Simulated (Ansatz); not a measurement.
Ansatz (a first-principles code) input:

Ansatz 0.2 input:
```yaml
crystal:
  periodic: [false, false, false]
  atoms:
    - {symbol: C, position_ang: [-1.82729905, -0.12869717, 0.21288961]}
    - {symbol: Ge, position_ang: [0.08132294, 0.01879131, -0.33533361]}
    - {symbol: F, position_ang: [0.91153505, -1.33245286, 0.41690624]}
    - {symbol: F, position_ang: [0.73167348, 1.40268599, 0.52655817]}
    - {symbol: H, position_ang: [-1.80943838, -0.17118937, 1.30210458]}
    - {symbol: H, position_ang: [-2.25023291, -1.03852383, -0.20579366]}
    - {symbol: H, position_ang: [-2.36774526, 0.74847603, -0.13415270]}
basis:
  gaussian:
    orbitals: def2-TZVPD
hamiltonian:
  xc: {name: B2PLYP}
magnetization: {spin_polarized: true, initial_magnetization: 1}
correlation: {electrons: outside_noble_gas}
```

Predict the final energy.

-2316.21052 Eh (B2PLYP/def2-TZVPD). The basis has 198 functions.

It need not be the lowest isomer of its formula.
